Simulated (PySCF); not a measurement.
CrO2F, SMILES [O]=[Cr+](=[O])[F], charge +1, multiplicity 1.

Geometry optimised at PBE0-D3(BJ)/def2-SVP. The spin state was assumed, not searched. The isomer is the one that the SMILES or the coordinates give; other isomers of the formula were not compared.

Level of theory: M06-2X/def2-TZVPD (PySCF).

Isolated molecule, no solvent.

### Question
Estimate the frontier levels, gap, dipole moment and polarisability. (Estimate from the structure and the level; the computed values follow.)

### Answer

| Property | Result |
|---|---|
| highest occupied level | -19.39 eV |
| lowest empty level | -11.72 eV |
| orbital gap | 7.67 eV |
| dipole moment about the centre of nuclear charge | 3.44 D |
| mean static polarisability | 28.1 bohr³ (4.16 Å³) |
| polarisability, principal values | 16.6, 31.9, 35.6 bohr³ |
